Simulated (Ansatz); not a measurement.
Program: Ansatz. Geometries: PBE0-D4/def2-TZVP. ΔE: electronic, gas phase. CBS: MP2 limit from def2 TZ/QZ plus the TZ coupled-cluster correction, frozen cores. This one scheme is used for every species. Elements past krypton have def2 core potentials. For Ta outer-core shells are correlated without core-valence functions, which leaves a few kJ/mol of doubt a bond. Each species was taken in one conformer, which may not be the lowest.

Consider the ligand exchange at a Ta–F bond: `[NH]=[Ta]([NH2])([OH])[F]` + NH₃ → `[NH]=[Ta]([NH2])([NH2])[OH]` + H–F.

```
                      species  HF/def2-QZVPP energy (Eh)
  `[NH]=[Ta]([NH2])([OH])[F]`                 -342.26902
                          NH₃                  -56.22439
`[NH]=[Ta]([NH2])([NH2])[OH]`                 -298.38229
                          H–F                 -100.07004
```

Q: Work out ΔE.

A: ΔE = (-298.38229) + (-100.07004) − (-342.26902) − (-56.22439) = 0.04108 Eh = +107.9 kJ/mol. CCSD(T)/CBS gives +88.2 kJ/mol.

Largest T1 diagnostic among the species: 0.018.

From PBE to PBE0 (25 % exact exchange), in def2-TZVPP and without D4, ΔE moves by −3.9 kJ/mol. The D4 term adds −6.3 kJ/mol with B3LYP and −3.6 kJ/mol with PBE0; it sums over pairs of atoms, weighted by their polarisabilities, and B3LYP, whose exchange is more repulsive, gets the larger term.

B3LYP here is the variant with VWN-RPA as its local correlation; programs differ in this.
